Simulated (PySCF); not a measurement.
Cost of excited-state runs on SMILES [C@@H]1(CC#C)OC[C@H]1C, C$_{7}$H$_{10}$O

Molfile (atoms numbered from 1):
```
C7H10O
     RDKit          3D

 18 18  0  0  0  0  0  0  0  0999 V2000
    3.1254   -0.2963    0.7477 C   0  0  0  0  0  0  0  0  0  0  0  0
    2.3039    0.3786    0.1988 C   0  0  0  0  0  0  0  0  0  0  0  0
    1.2908    1.1724   -0.4631 C   0  0  0  0  0  0  0  0  0  0  0  0
    0.0625    0.3226   -0.7843 C   0  0  2  0  0  0  0  0  0  0  0  0
   -1.0113    1.0844   -1.3530 O   0  0  0  0  0  0  0  0  0  0  0  0
   -1.9180    0.6917   -0.3214 C   0  0  0  0  0  0  0  0  0  0  0  0
   -0.8201   -0.0986    0.4038 C   0  0  1  0  0  0  0  0  0  0  0  0
   -1.0491   -1.5849    0.5924 C   0  0  0  0  0  0  0  0  0  0  0  0
    3.8582   -0.8757    1.2246 H   0  0  0  0  0  0  0  0  0  0  0  0
    0.9969    2.0065    0.1804 H   0  0  0  0  0  0  0  0  0  0  0  0
    1.6929    1.5835   -1.3928 H   0  0  0  0  0  0  0  0  0  0  0  0
    0.3435   -0.5091   -1.4428 H   0  0  0  0  0  0  0  0  0  0  0  0
   -2.3294    1.5553    0.2082 H   0  0  0  0  0  0  0  0  0  0  0  0
   -2.7357    0.0823   -0.7181 H   0  0  0  0  0  0  0  0  0  0  0  0
   -0.5080    0.3568    1.3452 H   0  0  0  0  0  0  0  0  0  0  0  0
   -1.3830   -2.0424   -0.3364 H   0  0  0  0  0  0  0  0  0  0  0  0
   -0.1232   -2.0640    0.9035 H   0  0  0  0  0  0  0  0  0  0  0  0
   -1.8052   -1.7569    1.3557 H   0  0  0  0  0  0  0  0  0  0  0  0
  1  2  3  0
  2  3  1  0
  3  4  1  0
  4  5  1  0
  5  6  1  0
  6  7  1  0
  7  8  1  0
  7  4  1  0
  1  9  1  0
  3 10  1  0
  3 11  1  0
  4 12  1  6
  6 13  1  0
  6 14  1  0
  7 15  1  1
  8 16  1  0
  8 17  1  0
  8 18  1  0
M  END
```

PySCF with density fitting, on 1 thread of an Arm Neoverse V1, shared host. Command: `OMP_NUM_THREADS=1 python excited_run.py task.json out`

How long does this run take, and how much memory?
- circular dichroism and optical rotation, BHandHLYP/def2-SVPD; 8 states; writes grids


| run | level | basis functions | wall time | peak memory (GiB) |
| --- | --- | --- | --- | --- |
| circular dichroism and optical rotation | BHandHLYP/def2-SVPD | 243 | 82 s | 1 |

Times from a shared host are rough.
